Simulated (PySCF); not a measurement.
H3ISiSn, neutral, multiplicity 1. Atoms are numbered in the order given.

```xyz
6

Sn     0.8340    -0.9809     0.0000
I     -0.2297     1.5876     0.0000
Si    -1.6494    -2.0307     0.0000
H     -1.6497    -3.5291     0.0000
H     -2.3929    -1.5697    -1.2132
H     -2.3929    -1.5697     1.2132
```
Charge 0, spin multiplicity 1.

Geometry: B3LYP-D3(BJ)/def2-SVP. The def2 effective core potentials stand for the cores of I, Sn; spin–orbit coupling is left out.

Computed with B3LYP-D3(BJ)/def2-SVP in PySCF.

Frequencies are harmonic and unscaled.

```csv
mode,ν (cm⁻¹),IR (km/mol),Raman (Å⁴/amu),depolarisation,moving atoms (share of kinetic energy)
1,72,0.2,0.1,0.75,H 99 %
2,75,0.7,4.9,0.66,"Si 54 %, I 19 %, Sn 14 %, H 14 %"
3,186,20.3,10.6,0.34,"Sn 51 %, I 49 %"
4,264,11.7,33.7,0.29,"Si 71 %, Sn 21 %, H 8 %"
5,358,15.3,11.6,0.75,H 92 %
6,439,6.7,9.9,0.71,"H 88 %, Si 11 %"
7,845,355.3,1.8,0.75,"H 91 %, Si 9 %"
8,932,48.7,25.4,0.73,H 97 %
9,944,36.0,36.1,0.75,H 97 %
10,2175,126.7,309.9,0.08,H 98 %
11,2191,79.6,145.0,0.59,H 96 %
12,2199,90.0,113.1,0.75,H 96 %
```
